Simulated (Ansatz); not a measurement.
BH8NOSi2, SMILES `OB([SiH3])N[SiH3]`, relaxed with RKS PBE-D4/def2-SVP in Ansatz from a rough embedded geometry. The force threshold is 0.03 eV/Å; the program also tests the step.

The species carries charge 0 and has multiplicity 1.

Start:

```xyz
13

O    -1.217   -1.612    0.002
B    -0.130   -0.748    0.292
Si    1.630   -1.330   -0.254
N    -0.278    0.564    1.157
Si   -1.141    1.743    0.044
H    -1.597   -1.281   -0.898
H     2.495   -1.501    0.999
H     2.273   -0.294   -1.066
H     1.537   -2.637   -0.914
H     0.619    0.915    1.325
H    -0.379    1.926   -1.168
H    -1.271    3.001    0.803
H    -2.542    1.254   -0.321
```

(1) How much energy does the relaxation release, and in how many steps? (Estimate.)

(2) Which bonds change most? (Estimate.)

(3) Give the relaxed structure. (Best estimate.)

Answers

(1) Ansatz gave: 39.74 kcal/mol, in 15 steps, 1 of them rejected.

(2) Computed: B2–N4 from 1.579 to 1.424 Å; B2–Si3 from 1.933 to 2.046 Å; O1–H6 from 1.032 to 0.971 Å; N4–Si5 from 1.836 to 1.776 Å.

(3) Computed: 
```xyz
13

O    -1.031   -0.833   -1.008
B     0.043   -0.466   -0.221
Si    1.730   -1.608   -0.028
N    -0.071    0.790    0.441
Si   -1.469    1.876    0.305
H    -0.922   -1.701   -1.429
H     2.380   -1.438    1.324
H     2.769   -1.242   -1.063
H     1.438   -3.080   -0.213
H     0.701    1.087    1.042
H    -1.688    2.315   -1.115
H    -1.154    3.076    1.156
H    -2.725    1.224    0.811
```
